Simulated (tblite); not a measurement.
Torsional barriers computed with GFN2-xTB (tblite), climbing-image nudged elastic band, gas phase; electronic energies of the top image counted from the start geometry. The bands met a force threshold of 0.05 eV/Å; their tops weren't refined or checked by frequencies and can lie a kcal/mol or more above the method's true saddle points. Atom numbers follow the mapped SMILES.

Question: Rank the forward barriers of these bands, lowest first.
A. `[N:1]#[C:2][C@@H:3]1[CH2:4][C@:5]1([Cl:6])[CH:7]([Cl:8])[Cl:9]`: Cl6–C5–C7–Cl8 from 58° to -165°
B. `[CH3:1][CH2:2][CH2:3][S:4][CH3:5]`: C2–C3–S4–C5 from -72° to 67°
C. `[CH3:1][O:2][c:3]1[cH:4][cH:5][c:6]([F:7])[cH:8][c:9]1[F:10]`: C4–C3–O2–C1 from 0° to 180°

Answer: B (3.4 kcal/mol), C (4.3 kcal/mol), A (6.2 kcal/mol).

| SMILES | ends of the turned bond | barrier (kcal/mol) | end above start (kcal/mol) | dihedral at top (°) | bond at start (Å) | bond at top (Å) | Eyring rate at 298 K (s⁻¹) |
| --- | --- | --- | --- | --- | --- | --- | --- |
| CCCSC | sp3 carbon bound to sulfur / sulfide sulfur | 3.4 | 0.1 | 1 | 1.823 | 1.844 | 2 × 10^10 |
| COc1ccc(F)cc1F | aromatic carbon bearing oxygen / aryl ether oxygen | 4.3 | 0.1 | 95 | 1.354 | 1.373 | 4 × 10^9 |
| N#C[C@@H]1C[C@]1(Cl)C(Cl)Cl | sp3 C–Cl carbon / CHCl2 carbon | 6.2 | 0.2 | 129 | 1.502 | 1.524 | 2 × 10^8 |

Rates take the electronic barrier for the free energy of activation. GFN2-xTB barriers can miss by several kcal/mol, and conformer orders can be wrong, so the ranking may change at better levels.
